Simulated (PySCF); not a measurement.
## Optical rotation: `C#CC([SiH3])=C=C[SiH3]`, C$_{5}$H$_{8}$Si$_{2}$

Molfile (atoms numbered from 1):
```
C5H8Si2
     RDKit          3D

 15 14  0  0  0  0  0  0  0  0999 V2000
    0.6919    0.1471    3.3530 C   0  0  0  0  0  0  0  0  0  0  0  0
    0.1751    0.0301    2.2606 C   0  0  0  0  0  0  0  0  0  0  0  0
   -0.5069   -0.0665    1.0138 C   0  0  0  0  0  0  0  0  0  0  0  0
   -2.2773    0.5937    0.9147 Si  0  0  0  0  0  4  0  0  0  0  0  0
    0.0329   -0.5936   -0.0706 C   0  0  0  0  0  0  0  0  0  0  0  0
    0.5398   -1.0575   -1.1807 C   0  0  0  0  0  0  0  0  0  0  0  0
    1.4635    0.0578   -2.3743 Si  0  0  0  0  0  4  0  0  0  0  0  0
    1.1630    0.2442    4.3131 H   0  0  0  0  0  0  0  0  0  0  0  0
   -3.1439   -0.1455    1.8794 H   0  0  0  0  0  0  0  0  0  0  0  0
   -2.2883    2.0440    1.2677 H   0  0  0  0  0  0  0  0  0  0  0  0
   -2.7728    0.3978   -0.4781 H   0  0  0  0  0  0  0  0  0  0  0  0
    0.4273   -2.1272   -1.4071 H   0  0  0  0  0  0  0  0  0  0  0  0
    2.9012   -0.3427   -2.4495 H   0  0  0  0  0  0  0  0  0  0  0  0
    0.8716   -0.0674   -3.7409 H   0  0  0  0  0  0  0  0  0  0  0  0
    1.3531    1.4660   -1.8983 H   0  0  0  0  0  0  0  0  0  0  0  0
  1  2  3  0
  2  3  1  0
  3  4  1  0
  3  5  2  0
  5  6  2  0
  6  7  1  0
  1  8  1  0
  4  9  1  0
  4 10  1  0
  4 11  1  0
  6 12  1  0
  7 13  1  0
  7 14  1  0
  7 15  1  0
M  END
```

Theory: TDDFT CAM-B3LYP/aug-cc-pVDZ circular dichroism and optical rotation, one conformer, gas phase (PySCF). Geometry: PBE0-D3(BJ)/def2-SVP.

No stereocentre is labelled: unless the shape is locked (an allene, a helicene, a hindered biaryl), the mirror image is equally populated and a measured rotation or CD is zero.

(1) What is the specific rotation at 633, 589.3, 546, 436, 405, 365, 355 nm?

(2) And for the mirror image at 589.3 nm?

(3) What is the molar rotation [Φ] = [α]·M/100 of the geometry above at 589.3 nm?

## Answers

(1) [α] in deg dm⁻¹ (g/mL)⁻¹:
| λ (nm) | origin-invariant length gauge | modified velocity gauge | length gauge (centre of mass) | isotropic polarisability (au) |
| --- | --- | --- | --- | --- |
| 633 | -96.9 | -85.4 | -96.4 | 131.5 |
| 589.3 | -116.7 | -103.0 | -116.1 | 132.4 |
| 546 | -143.3 | -127.0 | -142.7 | 133.7 |
| 436 | -282.6 | -253.8 | -281.8 | 139.1 |
| 405 | -365.1 | -329.8 | -364.4 | 141.7 |
| 365 | -547.4 | -499.3 | -547.1 | 146.6 |
| 355 | -616.9 | -564.3 | -616.8 | 148.2 |

(2) +116.7 deg dm⁻¹ (g/mL)⁻¹ (origin-invariant length gauge): the same size and the opposite sign.

(3) With M = 124.29 g/mol, -145.0 deg cm² dmol⁻¹ (origin-invariant length gauge).

The first excitation lies at 5.16 eV (240 nm) with R = -6.8 × 10⁻⁴⁰ esu² cm² (velocity form).
